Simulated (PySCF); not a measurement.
Species: C5H7BO2.
InChI=1S/C5H7BO2/c1-2-6-7-4-3-5-8-6/h2-6H,1H2

Torsions of this conformer, `[CH2:1]=[CH:2][B@@H-:3]1[O:4][CH:5]=[CH:6][CH:7]=[O+:8]1`: C1–C2–B3–O4 61°.

The closed-shell ground state was solved at several levels (PySCF, density fitting, gas phase, non-relativistic). Isolated species at its GFN2-xTB geometry (one conformer only). GFN2-xTB frequencies show an imaginary mode (36i cm⁻¹), so this geometry is no minimum at that level.

```json
{"level": "PBE0/pcSseg-1", "basis functions": "171", "total energy (Eh)": "-369.5713", "HOMO (eV)": "-7.08", "LUMO (eV)": "-2.40", "gap (eV)": "4.68", "dipole (D)": "4.14"}
{"level": "B3LYP/def2-SVPD", "basis functions": "222", "total energy (Eh)": "-369.7983", "HOMO (eV)": "-6.90", "LUMO (eV)": "-2.68", "gap (eV)": "4.22", "dipole (D)": "4.08"}
```

**Question.** What might B3LYP/pcJ-1 (286 basis functions) give for the same quantities?

**Answer.** Total energy -370.0636 Eh, HOMO -6.88 eV, LUMO -2.59 eV, gap 4.29 eV, dipole 4.15 D.

**Question.** Over all these levels, which gives the widest orbital gap and which the narrowest?

**Answer.** PBE0/pcSseg-1 (global hybrid, 25 % exact exchange) has the widest, 4.68 eV, and B3LYP/def2-SVPD (global hybrid, 20 % exact exchange) the narrowest, 4.22 eV. Functional and basis both differ between the two, so the spread mixes both effects.

**Question.** How far do the dipole and the HOMO energy spread over the levels?

**Answer.** The dipole runs from 4.08 to 4.15 D (mean 4.12 D) and the HOMO from -7.08 to -6.88 eV.
